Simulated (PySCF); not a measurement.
## N (nitrogen, neutral) across methods

[He] 2s1 2p3 3s1, high-spin 6S determinant (an excited configuration). All numbers are calculated (PySCF 2.14, the spin-free X2C one-electron Hamiltonian (Gaussian nucleus), in aug-cc-pCVTZ-DK with one added diffuse shell each of s, p, d, f type (8s7p5d3f, 75 functions)).

| method | E (hartree) | mean ε 2s α (eV) | mean ε 2p α (eV) | mean ε 3s α (eV) | Σ⟨r²⟩ (bohr²) | ⟨S²⟩ |
| --- | --- | --- | --- | --- | --- | --- |
| BLYP | -53.9947 | -28.178 | -16.372 | -2.275 | 38.24 | 8.750 |
| PBE | -53.9666 | -28.587 | -16.697 | -2.477 | 37.68 | 8.750 |
| PBE0 | -53.9817 | -32.050 | -18.997 | -2.928 | 38.07 | 8.750 |
| UHF | -53.91834 | -42.079 | -25.547 | -4.001 | 40.04 | 8.750 |
| r2SCAN | -54.0314 | -30.330 | -17.524 | -2.505 | 38.20 | 8.750 |
| BP86 | -54.0198 | -28.635 | -16.759 | -2.568 | 37.44 | 8.750 |
| PW91 | -54.0075 | -28.612 | -16.766 | -2.494 | 37.48 | 8.750 |
| wB97X-V | -54.0019 | -34.589 | -21.479 | -4.076 | 38.96 | 8.750 |

Problem. Estimate the same row for LDA.

Solution. E (hartree) = -53.5606; mean ε 2s α (eV) = -28.226; mean ε 2p α (eV) = -16.718; mean ε 3s α (eV) = -2.530; Σ⟨r²⟩ (bohr²) = 37.29; ⟨S²⟩ = 8.750.

The outer electron is Rydberg-like, and this basis confines it to a smaller radius and binds it less than a complete one would.
